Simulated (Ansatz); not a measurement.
CH$_{6}$BNOSi, relaxed with RKS PBE-D4/def2-SVP in the Gaussian-basis code of Ansatz from a rough embedded geometry. The force threshold is 0.03 eV/Å; the program also tests the step.

Charge 0, multiplicity 1. The bonds changed during the relaxation, so this is another structure than the one it started from.

Start:

```xyz
11

N    -0.030    1.290   -0.916
C     0.018    0.345    0.221
O     0.398    0.943    1.407
B    -1.139   -0.603    0.391
Si    0.735   -1.274   -0.012
H     0.965    1.585   -1.112
H    -0.272    0.721   -1.800
H    -0.211    1.720    1.577
H    -2.326   -0.853    0.519
H     1.165   -2.025    1.126
H     0.699   -1.849   -1.400
```

Q: By how much does the energy fall, and how many steps does the optimiser take? (Best estimate.)

A: Computed: 55.62 kcal/mol, in 20 steps, 1 of them rejected.

Q: Which bonds change most? (Estimate.)

A: The calculation gave: B4–Si5 from 2.031 to 1.878 Å; N1–C2 from 1.479 to 1.363 Å; Si5–H10 from 1.430 to 1.503 Å; N1–H7 from 1.080 to 1.023 Å.

Q: Give the relaxed structure. (Estimate.)

A: Ansatz gave: 
```xyz
11

N     0.143    1.202   -0.872
C    -0.352    0.759    0.319
O    -0.639    1.722    1.215
B    -0.632   -0.703    0.679
Si    0.419   -2.006   -0.173
H     0.709    2.057   -0.915
H     0.372    0.483   -1.563
H    -0.565    2.610    0.808
H    -1.407   -0.960    1.578
H     0.423   -3.488    0.074
H     1.528   -1.674   -1.151
```
